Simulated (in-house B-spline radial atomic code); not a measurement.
Configurations of In, with energies counted from [Kr] 4d10 5s2 5p1. Level of theory: scalar-relativistic (X2C) RPBE, spin-polarised, spherical fractional occupations, Fermi nucleus of rms radius 4.6156 fm; calculated with an all-electron radial atomic-structure program (B-spline basis). Shells without spins written out take the highest spin.

Occupations are held fixed; configurations that lie above the ionisation limit could autoionise.

```
                                               configuration  E - E(ref) (eV)  highest orbital  its <r> (bohr)
                                           [Kr] 4d10 5s2 6s1           2.5308            6s up           7.629
                              [Kr] 4d10 5s2 5f(1 up, 0 down)           4.7529            5f up           27.77
                                       [Kr] 4d10 5s1 5p1 6s1           8.1187            6s up           7.293
                                       [Kr] 4d10 4f1 5s1 5p1           10.167            4f up            16.2
[Kr] 4d10 5s(0 up, 1 down) 5p(0 up, 1 down) 5f(1 up, 0 down)            10.47            5f up           27.93
                                        [Kr] 4d9 5s2 5p1 6s1           21.665            6s up           7.097
                                        [Kr] 4d9 5s2 5p1 5d1           22.857            5d up           8.279
```

Order these further configurations by energy, lowest first.
A. [Ar] 3d10 4s2 4p5 4d10 5s2 5p1 6d1
B. [Kr] 4d(4 up, 5 down) 5s2 5p(0 up, 1 down) 5d(1 up, 0 down)
C. [Kr] 4d10 5s(1 up, 0 down) 5p(0 up, 1 down) 6s(1 up, 0 down)
D. [Ar] 3d10 4s2 4p5 4d10 5s2 5p1 6f1
E. [Ar] 3d10 4s2 4p5 4d10 5s2 5p1 6s1

C (8.8903 eV), B (22.971 eV), E (82.156 eV), A (84.037 eV), D (84.757 eV).

How far above the reference does [Kr] 4d9 5s2 5p1 5f1 lie?

24.08 eV; its least bound orbital is 5f up with <r> = 27.3 bohr.

How far above the reference does [Ar] 3d10 4s2 4p5 4d10 5s2 5p1 5f1 lie?

84.576 eV; its least bound orbital is 5f up with <r> = 27.31 bohr.
